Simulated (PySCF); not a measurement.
Computed shifts of a molecule C3H9BO2, KT2/pcSseg-1 in PySCF, GIAO, gas phase, equivalent atoms averaged, in ppm (number of nuclei): ¹³C: 72.8 (1), 65.8 (1), 5.5 (1). ¹H: 5.38 (1), 3.57 (3), 3.48 (2), 0.44 (3). References: ¹³C against TMS (σ = 185.1 ppm); ¹⁷O against H2O (σ = 330.4 ppm); ¹¹B against BF3 (σ = 89.8 ppm); ¹H against TMS (σ = 31.47 ppm), references at their B3LYP-D3(BJ)/def2-TZVP geometries, non-relativistic. The structure is a stationary point at r2SCAN-D4/def2-SVP. The values are those of a single conformer.

Problem. Pick the molecule that these values belong to.
A. COCB(C)O
B. CB(O)CCO
C. CC(C)B(O)O
D. COB(C)OC

Solution. A, COCB(C)O
